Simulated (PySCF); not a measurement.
# TDDFT excited states: [C7H4ClO2]-

C₇H₄ClO₂ (charge -1).
SMILES: `O=C([O-])C1=CC=CC(Cl)=C1`

Method: TDDFT PBE0/def2-SVPD, vertical, gas phase, core orbitals frozen in the response (PySCF). Isolated species at its GFN2-xTB geometry, gas phase. Torsions of this conformer, `[O:1]=[C:2]([O-:3])[c:4]1[cH:5][cH:6][cH:7][c:8]([Cl:9])[cH:10]1`: O1–C2–C4–C5 180°.

Problem. List the vertical singlet excitations with oscillator strengths and describe the spectrum.

Solution. 

| state | E (eV) | λ (nm) | f | symmetry | main configurations (H = HOMO, L = LUMO) |
| --- | --- | --- | --- | --- | --- |
| S1 | 3.81 | 325.3 | 0.0000 | – | H→L (98%) |
| S2 | 3.91 | 317.2 | 0.0000 | – | H-1→L (98%) |
| S3 | 4.25 | 292.0 | 0.0001 | – | H→L+1 (96%) |
| S4 | 4.26 | 290.9 | 0.0000 | – | H-1→L+1 (96%) |
| S5 | 4.55 | 272.5 | 0.0065 | A′ | H-2→L (98%) |
| S6 | 4.71 | 263.0 | 0.0091 | A′ | H-2→L+1 (98%) |
| S7 | 4.97 | 249.5 | 0.0001 | – | H→L+2 (94%) |
| S8 | 5.10 | 243.3 | 0.027 | A′ | H-1→L+2 (92%) |

Triplets (Tamm–Dancoff): T1 3.59 eV, H-1→L (96%); T2 3.68 eV, H→L (95%); T3 3.95 eV, H-2→L (88%).

The lowest singlet comes at 325 nm (368 kJ/mol) in the ultraviolet; it is dark (f under 0.0005); its leading configuration is HOMO→LUMO (98%). The strongest level in the table is S8 at 5.10 eV (243 nm, f = 0.027). It is the last of those listed, so stronger ones may follow. Löwdin shares by element: HOMO oxygen 88%, carbon 6% or more; LUMO carbon 63% or more (atoms not listed hold the other 37%). Weighted by f, the mean energy of these states is 4.93 eV. Of the 8 states listed, 1 reaches f = 0.01 and 5 stay under 0.0005. The listed states span 1.29 eV, and the widest gap between neighbours is 0.34 eV (S2 to S3). No computed singlet lies in the visible range (380 to 750 nm); the lowest, at 325 nm, stands 0.55 eV above its violet end (3.26 eV). No detachment energy is given for this anion; states above it aren't bound, and a finite basis only mimics them. Symmetry labels in Cs follow from the direction of the transition dipole and are given only for states with f of 0.002 or more. The window holds the lowest 8 singlets.
